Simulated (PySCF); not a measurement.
ClSi, SMILES [Si]Cl (connectivity only; charge and spin as stated), charge +1, multiplicity 1. Geometry optimised at PBE-D3(BJ)/def2-TZVPD.

TDA-PBE0/def2-TZVPD (PySCF) puts the lowest singlet excitations at 5.59, 5.59, 5.61, 5.76, 5.76, 7.36 eV.

### Question
What are the lowest excitation roots from ADC(2)/aug-cc-pVDZ run with PySCF? (Estimate from the structure and the level; the computed values follow.)

### Answer
5.60, 5.60, 5.97, 5.97, 5.98, 6.74 eV. S1 differs by 0.01 eV (second minus first; roots are paired by order, and the bases may differ).
